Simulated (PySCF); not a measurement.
Compound: CH7NSSi.
Numbering: `[CH3:1][NH:2][SiH2:3][SH:4]` (hydrogens: H5, H6, H7 on C1; H8 on N2; H9, H10 on Si3; H11 on S4)

The calculation used PBE0-D3(BJ)/def2-SVP geometry optimisation, gas phase in PySCF.

(1) List the bond lengths, angles and torsions at this level.

Results:

(1) 
| bond | length (Å) |
| --- | --- |
| C1–N2 | 1.442 |
| N2–Si3 | 1.721 |
| Si3–S4 | 2.148 |
| C1–H5, C1–H6, C1–H7 | 1.104 |
| N2–H8 | 1.014 |
| Si3–H9, Si3–H10 | 1.495 |
| S4–H11 | 1.352 |

Bonds in one row agree within 0.01 Å and their mean is given. A selection of angles:
| angle | degrees |
| --- | --- |
| N2–C1–H5 | 113.4 |
| N2–C1–H6 | 111.9 |
| N2–C1–H7 | 109.8 |
| H5–C1–H6 | 107.6 |
| C1–N2–Si3 | 126.6 |
| C1–N2–H8 | 114.6 |
| Si3–N2–H8 | 117.9 |
| N2–Si3–S4 | 110.4 |
| N2–Si3–H9 | 105.5 |
| N2–Si3–H10 | 117.2 |
| S4–Si3–H9 | 113.8 |
| S4–Si3–H10 | 101.3 |
| H9–Si3–H10 | 108.9 |
| Si3–S4–H11 | 94.6 |

Dihedral angles: C1–N2–Si3–S4 -145° (anticlinal); H11–S4–Si3–N2 55° (synclinal). The mirror-image conformer, all signs reversed, is as good.

Of the pairs four or more bonds apart, H7···H9 is among the closest relative to their van der Waals radii: 2.52 Å, 105 % of the sum of Bondi's values. N2 (silicon-bound nitrogen) is almost planar (angles 126.6°, 117.9° and 114.6°, sum 359.2°, 0.07 Å off the plane of its three neighbours). Si3 (SiH2 silicon) is distorted tetrahedral (angles from 101.3° to 117.2°).

Point group: C1 (no symmetry element, even within 0.4 Å). Whether it is a minimum is left open (no frequencies). One conformer, not necessarily the lowest (C1–N2–Si3–S4 -145°, N2–Si3–S4–H 55°).
